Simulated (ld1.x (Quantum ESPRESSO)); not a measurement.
## Scattering properties, PAW potential for rhodium

* Element: rhodium (Rh)
* Generator: ld1.x (Quantum ESPRESSO) 7.5
* Type: PAW
* Functional: PBE
* Relativity: scalar-relativistic
* Frozen core: [Ar] 3d10
* Valence charge: 17
* Reference configuration: 4s2 4p6 4d8 5s1 5p0
* Partial waves: 4s (bound): rcut 1.65, rcutus 1.85 bohr; 5s (bound): rcut 1.65, rcutus 1.85 bohr; 4p (bound): rcut 1.45, rcutus 1.65 bohr; 5p (bound, empty): rcut 1.45, rcutus 1.65 bohr; 4d (bound): rcut 1.45, rcutus 1.95 bohr; 4d channel at 3.1 Ry: rcut 1.45, rcutus 1.95 bohr
* Local potential: all-electron potential smoothed inside 1.35 bohr (lloc = -1)
* Core correction: Bessel-smoothed model core inside 0.85 bohr
* Augmentation charge: PSQ, inside the norm-conserving radii

The phase is arctan(r·u′/u) with u = r·R(r), unwrapped; energies in Ry, scanned from -8 to 5 Ry. A pole is an energy at which the radial function vanishes at the test radius. The pseudo phase is shifted by a multiple of π to meet the all-electron one at the reference energy, and phase errors are pseudo minus all-electron; the curves can meet again beyond the range given. Levels narrower than the energy grid can be missing from the lists of poles.

| channel | radius (bohr) | reference energy (Ry) | poles, all-electron | poles, pseudo | unbroken range about the reference energy with phases within 0.05 rad | phase error 1 Ry above the reference energy (rad) |
| --- | --- | --- | --- | --- | --- | --- |
| s | 2.14 | -0.32 | -5.96 | -5.96, 4.94 | the whole range | -0.001 |
| p | 2.14 | -0.06 | -3.49 | -3.49 | the whole range | +0.000 |
| d | 2.14 | -0.44 | 0.35 | 0.05 | -0.6 to -0.2 | -0.083 |

The ghost test of this file was not conclusive. Its overlap operator is not positive definite in a basis up to 400 Ry (lowest eigenvalue p -0.03, d -2.11), so the file is unfit for use: the generalised eigenproblem breaks down once the basis is large enough, and its test numbers describe a broken file.

Phases in the p channel:

```
E (Ry)  all-electron  pseudo
 -8.00         1.390   1.390
 -7.52         1.382   1.382
 -7.04         1.373   1.373
 -6.56         1.362   1.362
 -6.08         1.348   1.348
 -5.60         1.330   1.330
 -5.12         1.301   1.301
 -4.64         1.246   1.246
 -4.16         1.042   1.042
 -3.68        -1.363  -1.363
 -3.20        -1.678  -1.678
 -2.72        -1.750  -1.750
 -2.24        -1.794  -1.794
 -1.76        -1.832  -1.832
 -1.28        -1.873  -1.873
 -0.80        -1.922  -1.922
 -0.32        -1.988  -1.988
  0.16        -2.084  -2.084
  0.64        -2.238  -2.238
  1.12        -2.516  -2.515
  1.60        -3.022  -3.021
  2.08        -3.653  -3.651
  2.56        -4.075  -4.073
  3.04        -4.301  -4.298
  3.52        -4.430  -4.428
  4.00        -4.513  -4.511
  4.48        -4.570  -4.568
  4.96        -4.613  -4.611
```
